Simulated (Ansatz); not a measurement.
Consider the ligand exchange at the Si–C bond: `[SiH3][CH2][GeH2][Cl]` + `[OH][Mg][N]([SiH3])[SiH3]` → `[SiH3][O][Mg][N]([SiH3])[SiH3]` + `[CH3][GeH2][Cl]`.

Computed with Ansatz on PBE0-D4/def2-TZVP structures; ΔE is electronic, products minus reactants. CCSD(T)/CBS adds triple-zeta CCSD(T) − MP2 to the extrapolated MP2 energy (def2 sets, frozen cores). DFT in def2-TZVPP. B3LYP here is the variant with VWN-RPA as its local correlation; programs differ in this. For Ge, Mg outer-core shells are correlated without core-valence functions, which leaves a few kJ/mol of doubt a bond. Scalar relativity is left out up to krypton. Each species was taken in one conformer, which may not be the lowest.

| level | ΔE (kJ/mol) |
| --- | --- |
| ωB97M-V | -117.2 |
| B3LYP | -128.5 |
| HF/def2-QZVPP | -147.9 |
| SCS-MP2/def2-QZVPP | -127.6 |

Q: What does CCSD(T)/CBS give? (An estimate is asked.)

A: Ansatz gave: -122.3 kJ/mol. The listed levels differ from it by 5.1, -6.2, -25.6, -5.3 kJ/mol.

Largest T1 diagnostic among the species: 0.011.

From PBE to PBE0 (25 % exact exchange), in def2-TZVPP and without D4, ΔE moves by −4.2 kJ/mol. In def2-TZVPP, CCSD(T) changes the Hartree–Fock value by +24.1 kJ/mol (the triples alone add +3.1 kJ/mol) and MP2 by +25.1 kJ/mol.
